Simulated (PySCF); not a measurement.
Geometries of 3 isomers of C3H3BrO, from PySCF, PBE0-D3(BJ)/def2-SVP geometry optimisation, gas phase. One conformer each, no zero-point energy, no frequencies.

**Question.** Which isomer lies lowest at this level?
A.
```xyz
8
angstrom
O     -2.247   -0.501   -0.443
C     -1.245    0.084   -0.112
C      0.086   -0.545   -0.124
C      1.238    0.036    0.234
Br     1.429    1.798    0.839
H     -1.273    1.148    0.226
H      0.116   -1.586   -0.459
H      2.191   -0.496    0.201
```
B.
```xyz
8
angstrom
C     -1.200    0.313   -0.036
C     -0.169   -0.513   -0.224
C      1.247   -0.219    0.061
O      2.149   -0.963   -0.127
Br     1.607    1.566    0.818
H     -2.217   -0.001   -0.284
H     -1.054    1.319    0.368
H     -0.306   -1.521   -0.628
```
C.
```xyz
8
angstrom
O      2.658   -0.138   -0.392
C      1.587   -0.100    0.047
C      0.367   -0.083    0.556
C     -0.856   -0.135   -0.273
Br    -1.694    1.636   -0.559
H      0.306    0.060    1.639
H     -0.672   -0.530   -1.278
H     -1.641   -0.729    0.208
```

**Answer.** B. That is `C=CC(=O)Br`, 7.8 kcal/mol below the next.

| SMILES | atoms numbered as above | E (Eh) | relative (kcal/mol) | relative (kJ/mol) | dipole (D) |
| --- | --- | --- | --- | --- | --- |
| C=CC(=O)Br | [CH2:1]=[CH:2][C:3](=[O:4])[Br:5] | -2764.51719 | 0.0 | 0.0 | 3.26 |
| O=C=CCBr | [O:1]=[C:2]=[CH:3][CH2:4][Br:5] | -2764.50474 | 7.8 | 32.7 | 1.85 |
| O=C/C=C\Br | [O:1]=[CH:2]/[CH:3]=[CH:4]\[Br:5] | -2764.49946 | 11.1 | 46.5 | 2.69 |
